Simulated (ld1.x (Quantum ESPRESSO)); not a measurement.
Before and after: PAW potential for Bi

bismuth (Bi), PAW, made with ld1.x (Quantum ESPRESSO) 7.5 (Wu–Cohen, scalar-relativistic). Core [Xe] 4f14 5d10, reference 6s2 6p3. Waves: 6s (bound): rcut 1.80, rcutus 1.90 bohr; 6s channel at 2 Ry: rcut 1.80, rcutus 1.90 bohr; 6p (bound): rcut 2.15, rcutus 2.85 bohr; 6p channel at 0.3 Ry: rcut 2.15, rcutus 2.85 bohr. Local part: all-electron potential smoothed inside 1.45 bohr (lloc = -1). Core correction: Bessel-smoothed model core, default radius (core density twice the valence density). Augmentation charge: PSQ, inside the norm-conserving radii.

Change: all radii but the core radius scaled by about 0.96 (s 1.82, p 2.74 bohr, rcut 1.72/2.06); local potential all-electron potential smoothed inside 1.40 bohr (lloc = -1).

Cutoffs: the cutoffs (Ry, on a coarse ladder) from which the occupation-weighted sum of valence levels, in a spherical-Bessel basis at the reference potential, stays within 10 and 1 mRy of its value at 400 Ry; they do not see the model core or the augmentation charge, which bear on the density cutoff. Errors are all-electron minus pseudo energies relative to the spin-unpolarised reference configuration.

Task: Predict the effect on cutoff, ghosts and configuration errors.

Result: The potential gets harder (8 Ry and 21 Ry → 12 Ry and 25 Ry); both files keep a bound ghost (d, p, s); the number of tests with a reliable result goes from 7 to 2 (the test run of the changed file stopped, so its transferability is not established). A smaller radius makes the pseudo-wave follow the all-electron one further in, where it bends more sharply, so more plane waves are needed.

| quantity | base | changed |
| --- | --- | --- |
| cutoff, loose | 8 Ry | 12 Ry |
| cutoff, tight | 21 Ry | 25 Ry |
| loose cutoff by channel (10 mRy a level) | s 6 Ry, p 6 Ry | s 12 Ry, p 6 Ry |
| bound ghosts | s, p, d | s, p, d |
| tests with a reliable result | 7 of 7 | 2 of 7 (the test run stopped) |
| error for 6s2 6p2, meV [ΔE 7.95 eV] | -15 | -15 |
| error for 6s2 6p1, meV [ΔE 23.26 eV] | -93 | -93 |
| lowest overlap eigenvalue by channel | s 0.45, p 0.29 | s 0.48, p 0.28 |

 A true bound ghost makes a file unfit for plane-wave use even where its test errors are small: the radial tests pick states by their node count and pass the ghost by.
